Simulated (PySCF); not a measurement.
C4H4, SMILES C12C3C1C23. Atoms are numbered in the order given.

```xyz
8

C     -0.5206     0.5206    -0.5206
C      0.5206     0.5206     0.5206
C      0.5206    -0.5206    -0.5206
C     -0.5206    -0.5206     0.5206
H     -1.1442     1.1442    -1.1442
H      1.1442     1.1442     1.1442
H      1.1442    -1.1442    -1.1442
H     -1.1442    -1.1442     1.1442
```
Charge 0, spin multiplicity 1.

The structure is a stationary point at PBE0-D3(BJ)/def2-SVP.

Computed with PBE/def2-TZVPD run with PySCF.

Symmetry labels are those of the subgroup D2 that the program uses (full group Td).

**Question.** List the valence orbital energies around the gap with their symmetry. (An estimate is asked for; the answer gives what the named calculation found.)

**Answer.** 
```tsv
orbital	symmetry	energy (eV)
HOMO−7	B2	-14.52
HOMO−6	B3	-14.52
HOMO−5	A	-13.04
HOMO−4	B1	-9.63
HOMO−3	B2	-9.63
HOMO−2	B3	-9.63
HOMO−1	A	-5.45
HOMO	A	-5.45
LUMO	A	0.32
LUMO+1	B1	0.49
LUMO+2	B2	0.49
LUMO+3	B3	0.49
```
